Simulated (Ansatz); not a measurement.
PBE exchange is replaced step by step with exact exchange (0 % is PBE, 25 % PBE0; no dispersion term), basis def2-SVP, Ansatz. System: Ta(NH)(OSiH3)3 (TaSi3NO3H10). Charge 0, multiplicity 1. Geometry: PBE-D4/def2-SVP.

Geometry of the singlet:

```xyz
18

Ta    0.006    0.055    0.088
N     0.039    1.056    1.567
H     0.058    1.627    2.411
O     0.718    1.099   -1.368
Si    1.362    2.480   -2.087
H     1.675    3.515   -1.040
H     0.361    3.039   -3.062
H     2.620    2.106   -2.822
O    -1.821   -0.445   -0.268
Si   -3.481   -0.486    0.018
H    -3.818    0.316    1.246
H    -3.907   -1.914    0.216
H    -4.196    0.089   -1.173
O     1.089   -1.512    0.390
Si    2.100   -2.527    1.278
H     2.328   -1.960    2.653
H     3.414   -2.658    0.561
H     1.454   -3.880    1.391
```

In the def2 sets Ta takes a core potential; there is no spin–orbit coupling.

```
exact exchange (%)  HOMO (eV)  LUMO (eV)  gap (eV)
                 0      -6.21      -1.14      5.08
                10      -6.76      -0.80      5.96
                15      -7.03      -0.63      6.40
                25      -7.58      -0.28      7.30
                40      -8.41       0.19      8.60
```
